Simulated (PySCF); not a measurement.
Heteronuclear NMR

Numbering as in the mapped SMILES `[NH2:1][Si@H:2]([OH:3])[SiH:4]([SiH3:5])[SiH3:6]`; H(Xn) means a hydrogen on atom n.

Calculated, not measured (PySCF): σ from GIAO-PBE0/pcSseg-1, coordinates at the GFN2-xTB level. Rapidly exchanging positions averaged, a single conformation, non-relativistic, isolated molecule.

Question: Where does ²⁹Si resonate?

Answer: 
| atoms | environment | σ (ppm) | δ (ppm) |
| --- | --- | --- | --- |
| Si2 | silicon bonded to N, O, Si, H | 352.1 | -9.4 |
| Si5 | silicon bonded to Si, 3 H | 461.1 | -99.1 |
| Si6 | silicon bonded to Si, 3 H | 462.4 | -100.1 |
| Si4 | silicon bonded to 3 Si, H | 493.6 | -125.7 |

Shieldings were converted by a linear fit to measured shifts: ²⁹Si: δ = 279.94 − 0.822σ (rms 8.9 ppm, 72 shifts, 25.8 ppm with the 6 outliers that the fit left out vs TMS, solution or neat liquid). A few per cent of atoms miss by over 2 rms, more outside the fitted compound classes.

On a 500 MHz spectrometer ²⁹Si resonates near 99.3 MHz, so 1 ppm is 99.3 Hz.

Question: What are the ¹⁵N shifts?

Answer: 
| atoms | environment | σ (ppm) | δ (ppm) |
| --- | --- | --- | --- |
| N1 | nitrogen bonded to Si, 2 H | 236.7 | -366.1 |

Shieldings were converted by a linear fit to measured shifts: ¹⁵N: δ = -148.07 − 0.921σ (rms 6.3 ppm, 71 shifts vs CH3NO2, solution or neat liquid). A few per cent of atoms miss by over 2 rms, more outside the fitted compound classes.

On a 400 MHz spectrometer ¹⁵N resonates near 40.5 MHz, so 1 ppm is 40.5 Hz.

Question: Where does ¹⁷O resonate?

Answer: 
```csv
atoms,environment,σ (ppm),δ (ppm)
O3,"oxygen bonded to Si, H",293.0,-0.2
```

Shieldings were converted by a linear fit to measured shifts: ¹⁷O: δ = 266.70 − 0.911σ (rms 10.7 ppm, 155 shifts, 12.2 ppm with the 3 outliers that the fit left out vs liquid water, solution or neat liquid). A few per cent of atoms miss by over 2 rms, more outside the fitted compound classes.

On a 600 MHz spectrometer ¹⁷O resonates near 81.3 MHz, so 1 ppm is 81.3 Hz.
